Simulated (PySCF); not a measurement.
B(Cl)(Me)(SMe) (C2H6BClS), SMILES ClB(C)SC. Atoms are numbered in the order given.

```xyz
11

B     -0.3052     0.3932     0.0000
Cl     0.3915     2.0199     0.0000
C     -1.8566     0.1831     0.0000
H     -2.1696    -0.4012     0.8817
H     -2.4080     1.1330     0.0000
H     -2.1696    -0.4012    -0.8817
S      0.8992    -0.9298     0.0000
C     -0.1179    -2.4327     0.0000
H     -0.7482    -2.4872    -0.8978
H      0.5729    -3.2858     0.0000
H     -0.7482    -2.4872     0.8978
```

Geometry optimised at PBE0-D3(BJ)/def2-SVP. This is a generated structure with no PubChem entry under its InChIKey; it may be hypothetical. One conformer was computed; it need not be the lowest.

Two levels are set side by side: PBE/pcSseg-1 (PySCF) and PBE0/pcSseg-1 (PySCF). GIAO shifts against BF3 (¹¹B), H2S (³³S), HCl (³⁵Cl), TMS (¹H), TMS (¹³C) at the same level; non-relativistic, no solvent, atoms listed together averaged. Without spin–orbit terms, shifts of atoms bonded to Cl or Br come out too high at both levels. Differences are taken from unrounded values.

| quantity | PBE |
|---|---|
| δ(¹¹B) of B1 (ppm) | 55.9 |
| δ(³⁵Cl) of Cl2 (ppm) | 253.7 |
| δ(¹³C) of C3 (ppm) | 13.5 |
| δ(³³S) of S7 (ppm) | 288.1 |
| δ(¹³C) of C8 (ppm) | 20.3 |
| δ(¹H) of H9, H10, H11 (ppm) | 2.37 |

These are the PBE values. What does PBE0 give? (The exact figures need the calculation; the answer reports its results.)


| quantity | PBE0 | PBE minus PBE0 |
|---|---|---|
| δ(¹¹B) of B1 (ppm) | 56.8 | -0.9 |
| δ(³⁵Cl) of Cl2 (ppm) | 227.5 | 26.3 |
| δ(¹³C) of C3 (ppm) | 13.3 | 0.2 |
| δ(³³S) of S7 (ppm) | 263.0 | 25.1 |
| δ(¹³C) of C8 (ppm) | 18.9 | 1.3 |
| δ(¹H) of H9, H10, H11 (ppm) | 2.35 | 0.02 |

Rough cost on one machine, each run with all the roots and properties that it gave: PBE0 against PBE within a factor of 2.
